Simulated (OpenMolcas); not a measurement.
# Ti2+: effect of the metal basis

Ti2+ with its 8 nearest fluoride ions at 2.373 Å, on the Sr site of SrF2 (a = 5.796 Å, distance in the model lattice 2.510 Å). The rest of the host is ab initio model potentials to 7.6 Å and point charges beyond; the distance is set by hand and nothing relaxes.

| Quantity | Value |
| --- | --- |
| Program | OpenMolcas 26.06 |
| Method | CASSCF |
| Spin-orbit coupling | state interaction with AMFI integrals over the reference wave functions |

Fixed: ligand basis ANO-RCC-VDZP, active space 2 electrons in 5 orbitals (3d), DKH2 Hamiltonian.

States (labels of O, the rotations of Oh). Energies in cm-1 above the lowest state or level, χT in cm3 K/mol.

```
Run   Metal basis  Ground state  First state of that spin  First gap with spin-orbit (degeneracies)  χT at 300 K  First state of another spin                     Cost
  A  ANO-RCC-VDZP           3A2                  3T2 5715                               5657 (3, 1)        1.021                     1E 12420  roughly 17 core-seconds
  B  ANO-RCC-VTZP           3A2                  3T2 5555                               5498 (3, 1)        1.021                     1E 12479  roughly 30 core-seconds
```

Against A, the first state of the same spin changes by -2.8 % in B.

Costs are those of the RASSCF and RASSI steps.

Without dynamic correlation the repulsion within the d shell is too large (B by tens of per cent), so at a given field states of lower spin stand too high. Ligand-to-metal charge-transfer states are missing. With no ligand orbital active B as a rule stays too high, so bands that hang on it stand too high and its fall with covalency is understated. With metal d orbitals alone and no dynamic correlation 10Dq can be off by a tenth to a fifth, either way, in oxide and fluoride hosts. No measured value stands beside these numbers; the geometry was set by hand and not optimised.
